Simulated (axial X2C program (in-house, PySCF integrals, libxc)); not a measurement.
## Testing model relations on RbP

A bond curve at the CCSD(T) level, with spin–orbit coupling, was computed with an in-house relativistic program for diatomic molecules (basis Rb dyall-cv3z [12s13p8d4f1g], P dyall-v3z [8s7p2d1f] (cores contracted in-house)) for the state Ω = 1 (⟨Sz⟩ = 1.00, ⟨Lz⟩ = 0.00 at HF). Its fit gives Re = 3.1644 Å, ωe = 182.3 cm⁻¹, ωexe = 0.662 cm⁻¹ and αe = 3.710e-04 cm⁻¹; the masses are 84.9118 and 30.9738 u. Two-component means X2C with spin–orbit coupling and atomic mean-field Coulomb and Gaunt terms.

Correlated methods: 14 electrons correlated (number of frozen shells: Rb 3 s, 2 p, 1 d; P 2 s, 1 p), 232 virtual spin orbitals or spinors in MP2, 90 natural virtuals in coupled cluster.

Find the reduced mass, Be and the force constant.

From the CCSD(T) values: μ = 22.6952 u. Be = 16.8576/(μ Re²) = 0.07418 cm⁻¹. k = 5.8918×10⁻⁷ μ ωe² = 0.444 mdyn/Å.

A Morse curve ties αe to the other constants (Pekeris). How well does that hold?

αe(Morse) = 6Be²/ωe × (√(ωexe/Be) − 1) = 3.599e-04 cm⁻¹; the CCSD(T) curve gives 3.710e-04 cm⁻¹, a ratio of 0.97.

Estimate De from a Morse curve and compare with the computed well depth of 1.026 eV to Rb + P.

De(Morse) = ωe²/(4ωexe) = 1.556 eV against 1.026 eV computed, a ratio of 1.52. The extrapolation overshoots: the well softens faster than a Morse curve, or the lowest atomic limit lies below the one to which the curve heads.

Where do the fundamental and the first overtone lie?

ν(1←0) = ωe − 2ωexe = 181.0 cm⁻¹; ν(2←0) = 2ωe − 6ωexe = 360.6 cm⁻¹.

Estimate the centrifugal constant by the Kratzer relation.

D = 4Be³/ωe² = 4.91e-08 cm⁻¹.

One determinant describes the state; a PBE0 search over occupations chose it and may have missed a lower one. De is counted from the lowest determinant-based energies of the atoms at the same level, without counterpoise correction. CCSD and (T) use frozen natural virtuals with an MP2 correction for the truncation; (T) itself is uncorrected, so its De runs slightly low. PBE0 can misorder states that lie within some tenths of an eV, so this need not be the ground state of the molecule. The nearest other 2c determinant of the search, Ω = 2, lies 0.42 eV up at the distance of the search. With several unpaired electrons one determinant need not be a pure state. Open-shell Ω = 0 determinants with evenly filled partner blocks cannot be reached by this program, so the Ω shown need not be the lowest component. This is the Ω = 1 component of a π² triplet; the 0⁺ component is not one determinant and can lie lowest.
